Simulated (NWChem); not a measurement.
All runs are NWChem calculations. System: H$_{5}$PSi, charge 0, spin multiplicity 3, at the geometry of a parent with another charge or spin, in a state set for the comparison that need not be this species' ground state. Its SCF solution wasn't tested for a lower state.

Input file:

```
start mol
memory heap 200 mb stack 900 mb global 1100 mb
geometry units angstroms nocenter noautoz noautosym
  Si    -1.075030     0.095518     0.224138
  P      1.129043    -0.077212    -0.349040
  H     -1.851635    -0.886898    -0.609590
  H     -1.536129     1.486890    -0.114786
  H     -1.359341    -0.170039     1.678920
  H      1.298076    -1.318950     0.364653
  H      1.563795     0.709923     0.778478
end
basis spherical
  * library def2-tzvp
end
dft
  xc xpbe96 cpbe96
  odft
  mult 3
  semidirect memsize 60000000 filesize 0
  iterations 100
end
task dft energy
```

The output up to the point where the run's verdict is printed (cleaned and shortened):

```
             Northwest Computational Chemistry Package (NWChem) 7.3.0
             --------------------------------------------------------

                                NWChem Input Module
                                -------------------

 Scaling coordinates for geometry "geometry" by  1.889725989
 (inverse scale =  0.529177249)

                             Geometry "geometry" -> ""
                             -------------------------

 Output coordinates in angstroms (scale by  1.889725989 to convert to a.u.)

  No.       Tag          Charge          X              Y              Z
 ---- ---------------- ---------- -------------- -------------- --------------
    1 Si                  14.0000    -1.07503000     0.09551800     0.22413800
    2 P                   15.0000     1.12904300    -0.07721200    -0.34904000
    3 H                    1.0000    -1.85163500    -0.88689800    -0.60959000
    4 H                    1.0000    -1.53612900     1.48689000    -0.11478600
    5 H                    1.0000    -1.35934100    -0.17003900     1.67892000
    6 H                    1.0000     1.29807600    -1.31895000     0.36465300
    7 H                    1.0000     1.56379500     0.70992300     0.77847800

 Effective nuclear repulsion energy (a.u.)      89.2003239174

            Nuclear Dipole moment (a.u.)
            ----------------------------
        X                 Y               Z
 ---------------- ---------------- ----------------
    -0.0000170075    -0.0000037795     0.0000132281


 Summary of "ao basis" -> "" (spherical)
 ------------------------------------------------------------------------------
       Tag                 Description            Shells   Functions and Types
 ---------------- ------------------------------  ------  ---------------------
 *                         def2-tzvp                  on all atoms

  pbe96 is a nonlocal functional; adding pw91lda local functional.

                                 NWChem DFT Module
                                 -----------------

 Summary of "ao basis" -> "ao basis" (spherical)
 ------------------------------------------------------------------------------
[...]
 d= 0,ls=0.5,diis    75   -633.3366455292 -1.37D-06  4.53D-05  1.05D-06    76.9
                                                     7.03D-07  4.76D-07
 d= 0,ls=0.5,diis    76   -633.3366467537 -1.22D-06  4.29D-05  9.28D-07    77.9
                                                     6.17D-07  4.30D-07
 d= 0,ls=0.5,diis    77   -633.3366478659 -1.11D-06  4.07D-05  8.20D-07    78.9
                                                     4.86D-07  3.80D-07
 d= 0,ls=0.5,diis    78   -633.3366488801 -1.01D-06  3.92D-05  7.19D-07    79.9
                                                     9.04D-07  3.19D-07
 d= 0,ls=0.5,diis    79   -633.3366497943 -9.14D-07  3.73D-05  6.52D-07    80.9
                                                     4.91D-07  3.19D-07
 d= 0,ls=0.5,diis    80   -633.3366506502 -8.56D-07  3.57D-05  5.76D-07    81.9
                                                     4.12D-07  2.68D-07
 d= 0,ls=0.5,diis    81   -633.3366514357 -7.85D-07  3.44D-05  5.21D-07    83.0
                                                     5.65D-07  2.31D-07
 d= 0,ls=0.5,diis    82   -633.3366521596 -7.24D-07  3.31D-05  4.83D-07    84.0
                                                     4.15D-07  2.18D-07
 d= 0,ls=0.5,diis    83   -633.3366528439 -6.84D-07  3.21D-05  4.44D-07    85.1
                                                     4.38D-07  1.91D-07
 d= 0,ls=0.5,diis    84   -633.3366534911 -6.47D-07  3.12D-05  4.11D-07    86.0
                                                     5.22D-07  1.69D-07
 d= 0,ls=0.5,diis    85   -633.3366541069 -6.16D-07  3.02D-05  3.84D-07    87.0
                                                     3.69D-07  1.50D-07
 d= 0,ls=0.5,diis    86   -633.3366546978 -5.91D-07  2.96D-05  3.56D-07    88.0
                                                     5.31D-07  1.25D-07
 d= 0,ls=0.5,diis    87   -633.3366552634 -5.66D-07  2.92D-05  3.38D-07    89.1
                                                     7.12D-07  1.13D-07
 d= 0,ls=0.5,diis    88   -633.3366558105 -5.47D-07  2.85D-05  3.24D-07    90.1
                                                     4.41D-07  1.09D-07
 d= 0,ls=0.5,diis    89   -633.3366563465 -5.36D-07  2.80D-05  3.08D-07    91.1
                                                     3.95D-07  9.15D-08
 d= 0,ls=0.5,diis    90   -633.3366568712 -5.25D-07  2.74D-05  2.94D-07    92.1
                                                     2.29D-07  7.45D-08
 d= 0,ls=0.5,diis    91   -633.3366573871 -5.16D-07  2.71D-05  2.78D-07    93.1
                                                     3.26D-07  5.17D-08
 d= 0,ls=0.5,diis    92   -633.3366578896 -5.02D-07  2.67D-05  2.69D-07    94.1
                                                     2.65D-07  4.20D-08
 d= 0,ls=0.5,diis    93   -633.3366583847 -4.95D-07  2.63D-05  2.61D-07    95.1
                                                     2.16D-07  3.12D-08
 d= 0,ls=0.5,diis    94   -633.3366588740 -4.89D-07  2.60D-05  2.52D-07    96.1
                                                     1.73D-07  1.94D-08
 d= 0,ls=0.5,diis    95   -633.3366593559 -4.82D-07  2.61D-05  2.46D-07    97.1
                                                     6.38D-07  1.32D-08
 d= 0,ls=0.5,diis    96   -633.3366598414 -4.85D-07  2.60D-05  2.44D-07    98.1
                                                     5.32D-07  9.24D-09
 d= 0,ls=0.5,diis    97   -633.3366603260 -4.85D-07  2.58D-05  2.42D-07    99.1
                                                     3.08D-07  6.41D-09
 d= 0,ls=0.5,diis    98   -633.3366608077 -4.82D-07  2.54D-05  2.41D-07   100.1
                                                     2.25D-07  6.00D-09
 d= 0,ls=0.5,diis    99   -633.3366612815 -4.74D-07  2.43D-05  2.41D-07   101.1
                                                     1.18D-06  1.45D-08
 d= 0,ls=0.5,diis   100   -633.3366617084 -4.27D-07  2.58D-05  2.59D-07   102.1
                                                     9.28D-07  8.58D-08
```

Convergence was not reached. The next line reads: Calculation failed to converge. NWChem stopped with the message: dft energy failed.
